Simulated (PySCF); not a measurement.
C5H4FO2 (charge -1).
Numbering: `[CH2:1]=[CH:2]/[C:3]([F:4])=[CH:5]\[C:6](=[O:7])[O-:8]` (hydrogens: H9, H10 on C1; H11 on C2; H12 on C5)

Geometry (GFN2-xTB, Å), atoms numbered from 1 in this order:
```xyz
12
C5H4FO2 angstrom
C      2.2973   -0.1243    0.2813
C      0.9748   -0.2578    0.2696
C      0.0621    0.5996   -0.4427
F      0.6766    1.6317   -1.1576
C     -1.2613    0.5019   -0.4804
C     -2.1537   -0.5641    0.2380
O     -1.5828   -1.4241    0.9207
O     -3.3617   -0.4080    0.0257
H      2.7958    0.6644   -0.2617
H      2.9310   -0.7984    0.8343
H      0.4525   -1.0403    0.8063
H     -1.8295    1.2188   -1.0596
```

Method used: TDDFT CAM-B3LYP/def2-SVPD, vertical, gas phase, core orbitals frozen in the response (PySCF 2.14.0, density-fitted response routines).

Ground-to-excited transition dipoles (e·a0, same axes as the geometry; the sign carries no meaning), for the states with f of 0.002 or more among the lowest 7:

```tsv
state	E (hartree)	μx	μy	μz
S3	0.1801	0.261	-0.092	0.089
S4	0.2009	2.235	0.019	0.172
S5	0.2215	-0.502	-0.074	0.021
S6	0.2232	0.006	-0.157	-0.208
S7	0.2309	-0.079	-0.387	0.281
```

Question: Work out the oscillator strengths.

Answer: f = (2/3) ΔE |μ|² with ΔE in hartree (27.2114 eV).

```json
{"state": "S3", "|μ|² (au)": "0.084", "|μ| (D)": "0.74", "f": "0.010"}
{"state": "S4", "|μ|² (au)": "5.025", "|μ| (D)": "5.70", "f": "0.673"}
{"state": "S5", "|μ|² (au)": "0.258", "|μ| (D)": "1.29", "f": "0.038"}
{"state": "S6", "|μ|² (au)": "0.068", "|μ| (D)": "0.66", "f": "0.010"}
{"state": "S7", "|μ|² (au)": "0.235", "|μ| (D)": "1.23", "f": "0.036"}
```

Question: Label these states by symmetry in Cs.

Answer: Polarised normal to the mirror plane, so A″: S6. Polarised in the mirror plane, so A′: S3, S4, S5 and S7.

Question: What angle do the transition dipoles of S6 and S7 make?

Answer: |cos θ| = |μa·μb| / (|μa| |μb|) = 0.01, so θ ≈ 89° (taken between 0 and 90°, since the signs are arbitrary).

Question: How is the summed strength of these states shared among x, y and z?

Answer: (2/3) Σ ΔE μα² gives 0.716 for x, 0.029 for y and 0.024 for z, 0.768 in all.

Question: What peak molar absorption coefficient would the strongest computed level give as a lone Gaussian band 0.3 eV wide at half height?

Answer: ε(max) = 2.175×10⁸ f / FWHM, with the width in cm⁻¹. S4: 2.175×10⁸ × 0.6731 / 2420 ≈ 61000 L mol⁻¹ cm⁻¹.

No detachment energy is given for this anion; states above it aren't bound, and a finite basis only mimics them.

One conformer stands for the species.
